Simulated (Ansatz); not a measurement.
`[Cl][Hf]([I])([I])[I]`. Charge 0, multiplicity 1. Hf, I takes the def2 core potential. Geometry: relaxed with PBE0-D4/def2-TZVP.

```xyz
5

Cl    0.390    1.649   -1.672
Hf    0.012    0.049   -0.050
I    -2.616   -0.107    0.449
I     0.903   -2.324   -0.917
I     1.312    0.733    2.191
```

Question: What is the dipole moment at B3LYP/def2-TZVPP? (Best estimate.)

Answer: Ansatz gave: 0.33 D, with components (-0.05, -0.23, 0.23) D in this frame, pointing from negative to positive charge.

Question: And with PBE, r2SCAN, ωB97M-V? (An estimate is asked.)

Answer: Ansatz gave: PBE 0.36 D, r2SCAN 0.35 D, ωB97M-V 0.20 D.

Question: Give the Mulliken charges with B3LYP, r2SCAN, ωB97M-V in def2-TZVPP. (An estimate is asked.)

Answer: Ansatz gave: 
```json
{"atom": "Cl1", "B3LYP": "-0.20", "r2SCAN": "-0.21", "ωB97M-V": "-0.16"}
{"atom": "Hf2", "B3LYP": "0.60", "r2SCAN": "0.63", "ωB97M-V": "0.45"}
{"atom": "I3", "B3LYP": "-0.13", "r2SCAN": "-0.14", "ωB97M-V": "-0.10"}
{"atom": "I4", "B3LYP": "-0.13", "r2SCAN": "-0.14", "ωB97M-V": "-0.10"}
{"atom": "I5", "B3LYP": "-0.13", "r2SCAN": "-0.14", "ωB97M-V": "-0.10"}
```

B3LYP here is the variant with VWN-RPA as its local correlation; programs differ in this.
